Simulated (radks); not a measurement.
The numbers below are computed, except where a source is named.
Problem. Pd3+, 43 electrons, occupied as [Kr] 4d7. Code: a radial shooting solver on a logarithmic mesh with Libxc functionals. Model: scalar-relativistic Kohn-Sham, PBE, spin-polarised, spherical densities, point nucleus; open shells are filled with parallel spins first (spin-orbit coupling, left out, can overturn this in heavy ions). Some entries of the table are withheld. Estimate them.

orbital  occ.  eigenvalue (hartree)  <r> (bohr)  r(max) (bohr)
1s down     1             -889.6226     0.03185        0.02066
1s up       1             -889.6225     0.03185        0.02066
2s up       1             -131.2088      0.1383         0.1168
2s down     1             -131.1878      0.1383         0.1168
2p up       3             -117.7897      0.1206        0.09340
2p down     3             -117.7738      0.1206        0.09340
3s up       1             -24.90950      0.3793         0.3418
3s down     1             -24.89916      0.3792         0.3418
3p up       3             -20.50054      0.3787         0.3349
3p down     3             -20.48865      0.3786         0.3350
3d up       5             -13.50248      0.3576            (1)
3d down     5             -13.48365      0.3575            (2)
4s up       1                   (3)      0.9388         0.8500
4s down     1                   (4)      0.9369         0.8482
4p up       3                   (5)       1.024         0.9065
4p down     3                   (6)       1.023         0.9043
4d up       5              -1.56881       1.300          1.058
4d down     2              -1.47986       1.313          1.057

Solution. 
(1) 3d up r(max) (bohr): 0.2823
(2) 3d down r(max) (bohr): 0.2824
(3) 4s up eigenvalue (hartree): -4.67085
(4) 4s down eigenvalue (hartree): -4.58363
(5) 4p up eigenvalue (hartree): -3.39961
(6) 4p down eigenvalue (hartree): -3.30895
